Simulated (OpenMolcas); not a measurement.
N I.

```json
{
 "Program": "OpenMolcas",
 "Basis": "ANO-RCC-VTZP [4s3p2d1f]",
 "Scalar Hamiltonian": "DKH2, point nucleus",
 "Active space": "5 electrons in 4 orbitals (2s 2p)",
 "State averaging": "2S+1 = 4 odd, 1 root; 2S+1 = 2 odd, 8 roots; 2S+1 = 4 even, 3 roots",
 "Spin-orbit coupling": "RASSI with atomic mean-field integrals over the reference wave functions, term energies averaged over their components"
}
```

Two sets of levels on these reference wave functions, in cm⁻¹ above 2s² 2p³ ⁴S°_3/2: one from CASSCF and one from SS-CASPT2, IPEA 0.25 Eh, imaginary shift 0.1 Eh (closed shells correlated: 1s).

```json
{"Level": "2s² 2p³ ⁴S°_3/2", "Set 1": "0.0", "Set 2": "0.0"}
{"Level": "2s² 2p³ ²D°_3/2", "Set 1": "19720", "Set 2": "23010"}
{"Level": "2s² 2p³ ²D°_5/2", "Set 1": "19720", "Set 2": "23010"}
{"Level": "2s² 2p³ ²P°_3/2", "Set 1": "29190", "Set 2": "30330"}
{"Level": "2s² 2p³ ²P°_1/2", "Set 1": "29190", "Set 2": "30330"}
{"Level": "2s 2p⁴ ⁴P_5/2", "Set 1": "88490", "Set 2": "90750"}
{"Level": "2s 2p⁴ ⁴P_3/2", "Set 1": "88560", "Set 2": "90820"}
{"Level": "2s 2p⁴ ⁴P_1/2", "Set 1": "88590", "Set 2": "90850"}
```

Q: Which set is which?

A: Set 1 is SS-CASPT2. Its levels of the other terms of 2s² 2p³ lie at 0.86 to 0.96 of the other set's values, as expected, since terms of lower spin or lower L gain more correlation energy than the Hund ground term. Against 7 measured levels (NIST Handbook of Basic Atomic Spectroscopic Data) the mean absolute deviation is 410 cm-1 with it and 2600 cm-1 without; single levels miss by up to 490 cm-1 with it.

CASPT2 does not keep the components of a term degenerate, so their means are used; among the terms shown or strongly mixed into the levels shown the widest spread is 88 cm-1 (2s² 2p³ ²D°, SS-CASPT2). Without dynamic correlation excited terms often stand tens of per cent too high (terms of higher spin than the ground term too low), and those without a measured partner can miss by more than the paired ones (holds for CASSCF). Computed and measured levels are paired by configuration, term and J; levels that our copy of the source lacks, or whose pairing is in doubt (as where it misses far off the trend of its configuration), stay unpaired and out of the deviations. Only configurations of the active space appear.

° marks odd parity.
